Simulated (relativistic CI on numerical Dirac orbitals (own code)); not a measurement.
Energy levels of K3+

Calculated at this level of theory: Dirac-Coulomb-Breit CI, orbitals from a KLI potential per configuration, model QED (radiative potential, 1s self-energy scaled to tabulated hydrogen-like ionisation energies), valence Slater integrals scaled by 0.85, P86 correlation energy added to each configuration (own radial code, finite nucleus).

Configuration list (outside the closed core [Ne]): 3s²3p⁴, 3s3p⁵, 3s²3p³3d, 3p⁶, 3s3p⁴3d, 3s²3p³4s, 3s²3p³4p, 3s²3p³4d, 3s²3p³5s, 3s²3p³4f, 3s²3p³5p, 3s²3p³5d, 3p⁵3d, 3s²3p³5f, 3s²3p²3d², 3s²3p3d³, 3s3p²3d³, 3s²3p3d²4s, 3s²3p3d²4p, 3s²3p3d²4d. Double excitations out of closed p, d and f shells are left out; levels of such configurations are missing from the list, as are those of other unlisted configurations, and high levels can miss mixing partners. These lack a partner that the ground configuration has and come out too high: 3s²3p³5s, 3s²3p³4f, 3s²3p³5p, 3s²3p³5d, 3s²3p³5f.

The lowest level is 3s²3p⁴ ³P2, with 96 % of that term; Hund's rules for 3s²3p⁴ give ³P with J = 2, in agreement.

```
No.    Configuration  Term  J  E (cm⁻¹)    %  Next component (%)  Lifetime (s)
  1           3s²3p⁴    ³P  2         0   96        2 3s3p⁴3d ³P              
  2           3s²3p⁴    ³P  1      1657   97        2 3s3p⁴3d ³P      9.82e+00
  3           3s²3p⁴    ³P  0      2291   96        2 3s3p⁴3d ³P      7.33e+01
  4           3s²3p⁴    ¹D  2     16064   96        2 3s3p⁴3d ¹D      9.94e-01
  5           3s²3p⁴    ¹S  0     35532   95      3 3s²3p²3d² ¹S      8.88e-02
  6            3s3p⁵   ³P°  2    148158   75     24 3s²3p³3d ³P°      1.82e-09
  7            3s3p⁵   ³P°  1    149634   75     24 3s²3p³3d ³P°      1.79e-09
  8            3s3p⁵   ³P°  0    150430   75     24 3s²3p³3d ³P°      1.79e-09
  9            3s3p⁵   ¹P°  1    183119   50     48 3s²3p³3d ¹P°      5.06e-10
 10       3p³(4S°)3d   ⁵D°  0    190384   99                          2.20e-07
 11       3p³(4S°)3d   ⁵D°  1    190389   99                          2.47e-07
 12       3p³(4S°)3d   ⁵D°  2    190399   99                          3.34e-07
 13       3p³(4S°)3d   ⁵D°  3    190413   99                          6.41e-07
 14       3p³(4S°)3d   ⁵D°  4    190439   99                                  
 15       3p³(2D°)3d   ³D°  2    206888   95               4 ³F°      5.85e-08
 16       3p³(2D°)3d   ³D°  3    206923   97               3 ³F°      1.21e-07
 17       3p³(2D°)3d   ³D°  1    207185   99                          4.52e-08
 18       3p³(2D°)3d   ³F°  2    209890   95               4 ³D°      5.18e-07
 19       3p³(2D°)3d   ³F°  3    210440   96               3 ³D°      3.00e-07
 20       3p³(2D°)3d   ³F°  4    211091   98      1 3s²3p3d³ ³F°      1.39e-01
 21       3p³(2D°)3d   ¹S°  0    216092  100                          1.45e-07
 22       3p³(2D°)3d   ³G°  3    221686   98               1 ³F°      1.66e-07
 23       3p³(2D°)3d   ³G°  4    221760   98               1 ³F°      6.14e+00
 24       3p³(2D°)3d   ³G°  5    221867   99      1 3s²3p3d³ ³G°      8.11e+00
 25       3p³(2P°)3d   ¹D°  2    227139   97         1 3p⁵3d ¹D°      2.36e-09
 26       3p³(2D°)3d   ¹G°  4    227583   96               3 ³F°      1.14e+00
 27       3p³(2P°)3d   ³F°  4    233414   94               3 ¹G°      2.80e-02
 28       3p³(2P°)3d   ³F°  3    233773   97         1 3p⁵3d ³F°      8.44e-08
 29       3p³(2P°)3d   ³F°  2    234223   97         1 3p⁵3d ³F°      6.16e-08
 30       3p³(2P°)3d   ³P°  0    237283   96         1 3s3p⁵ ³P°      1.03e-09
 31       3p³(2P°)3d   ³P°  1    237706   95               2 ³D°      7.96e-10
 32       3p³(2P°)3d   ³D°  1    238230   97               2 ³P°      1.09e-08
 33       3p³(2P°)3d   ³P°  2    238783   88               8 ³D°      6.38e-10
 34       3p³(2P°)3d   ³D°  2    239185   90               8 ³P°      7.47e-09
 35       3p³(2P°)3d   ³D°  3    240434   98         1 3p⁵3d ³D°      3.66e-08
 36       3p³(2P°)3d   ¹F°  3    254699   97         1 3p⁵3d ¹F°      1.66e-09
 37       3p³(2D°)3d   ³S°  1    256917   96      1 3s²3p³4s ³S°      2.37e-11
 38       3p³(4S°)4s   ⁵S°  2    265775   99    1 3s²3p3d²4s ⁵S°      4.64e-08
 39       3p³(4S°)3d   ³D°  3    270298   94      3 3s²3p³4d ³D°      1.65e-11
 40       3p³(4S°)3d   ³D°  2    271370   90      3 3s²3p³4d ³D°      1.65e-11
 41       3p³(4S°)3d   ³D°  1    272166   93      3 3s²3p³4d ³D°      1.65e-11
 42       3p³(2D°)3d   ³P°  2    273252   73        21 3s3p⁵ ³P°      1.67e-11
 43       3p³(2D°)3d   ³P°  1    274099   52     28 3s²3p³4s ³S°      2.14e-11
 44       3p³(4S°)4s   ³S°  1    274382   69     22 3s²3p³3d ³P°      3.83e-11
 45       3p³(2D°)3d   ³P°  0    274786   75        22 3s3p⁵ ³P°      1.64e-11
 46       3p³(2D°)3d   ¹D°  2    277984   93      2 3s²3p³4d ¹D°      2.08e-11
 47       3p³(2D°)3d   ¹P°  1    279800   54        42 3s3p⁵ ¹P°      1.81e-11
 48       3p³(2D°)3d   ¹F°  3    289931   94      4 3s²3p³4d ¹F°      1.51e-11
 49       3p³(2D°)4s   ³D°  1    292021   97    1 3s²3p3d²4s ³D°      3.73e-10
 50       3p³(2D°)4s   ³D°  2    292083   97               1 ³P°      3.80e-10
 51       3p³(2D°)4s   ³D°  3    292252   99    1 3s²3p3d²4s ³D°      3.77e-10
 52       3p³(2P°)3d   ¹P°  1    295476   88         4 3s3p⁵ ¹P°      1.88e-11
 53       3p³(2D°)4s   ¹D°  2    296340   96               2 ³P°      1.14e-10
 54       3p³(4S°)4p    ⁵P  1    304958   98     1 3s²3p3d²4p ⁵P      4.85e-10
 55       3p³(4S°)4p    ⁵P  2    305103   98     1 3s²3p3d²4p ⁵P      4.84e-10
 56       3p³(4S°)4p    ⁵P  3    305355   99     1 3s²3p3d²4p ⁵P      4.82e-10
 57       3p³(2P°)4s   ³P°  0    305366   97    1 3s²3p3d²4s ³P°      5.34e-10
 58       3p³(2P°)4s   ³P°  1    305495   96    1 3s²3p3d²4s ³P°      5.17e-10
 59       3p³(2P°)4s   ³P°  2    305806   94               2 ¹D°      4.74e-10
 60  3s3p⁴(3P)<4P>3d    ⁵D  4    307587   90      9 3s²3p²3d² ⁵D      2.90e-09
 61  3s3p⁴(3P)<4P>3d    ⁵D  3    307784   90      9 3s²3p²3d² ⁵D      2.87e-09
 62  3s3p⁴(3P)<4P>3d    ⁵D  2    307975   90      9 3s²3p²3d² ⁵D      2.85e-09
 63  3s3p⁴(3P)<4P>3d    ⁵D  1    308125   90      9 3s²3p²3d² ⁵D      2.84e-09
 64  3s3p⁴(3P)<4P>3d    ⁵D  0    308206   90      9 3s²3p²3d² ⁵D      2.83e-09
 65       3p³(2P°)4s   ¹P°  1    309845   95    1 3s²3p3d²4s ¹P°      1.22e-10
 66       3p³(4S°)4p    ³P  1    311315   98     1 3s²3p3d²4p ³P      7.59e-10
 67       3p³(4S°)4p    ³P  2    311380   98     1 3s²3p3d²4p ³P      7.65e-10
 68       3p³(4S°)4p    ³P  0    311390   98     1 3s²3p3d²4p ³P      7.62e-10
 69  3s3p⁴(1D)<2D>3d    ¹S  0    312201   47           43 3p⁶ ¹S      9.03e-10
 70       3p³(2D°)4p    ¹P  1    327463   75               23 ³D      6.85e-10
```

Energies count from the lowest computed level; ° marks odd parity; lifetimes are radiative, by E1, M1, E2 decay to levels of this space only; some are left blank where a channel outside the calculation adds to the decay or the decay crosses a small, uncertain gap. Percentages are summed over parent terms; the parents shown are those of the largest component, closed shells are left out there, and <> holds an intermediate term.

The mean weight of the leading LS term, summed over parents, in these 70 levels is 91 %, and that of the leading jj configuration (from the same eigenvectors) 50 %, so LS coupling describes them better.

For a near-neutral ion this model can misplace configurations by up to about 10,000 cm⁻¹ (more where the count of f electrons changes) and terms by 10 to 25 % of their spread. Rates follow the energies as ν³ (E1, M1) or ν⁵ (E2), so they and the lifetimes can be off by large factors. The fine structure of a lone outer electron comes out too small, for d and f at times inverted, and misplaced configurations move strength between like terms. 29 of the 36 excited levels that our extract of the measured tables holds in this range could be paired (the sources list more); they are missed by 11304 cm⁻¹ on average and 17220 at most, and levels without a partner can miss by more.

Landé's interval rule says that E(J) − E(J−1) = AJ with one A. For the ground term the intervals give A = -633.2, -828.7 cm⁻¹ for J = 1, 2; the multiplet is inverted.
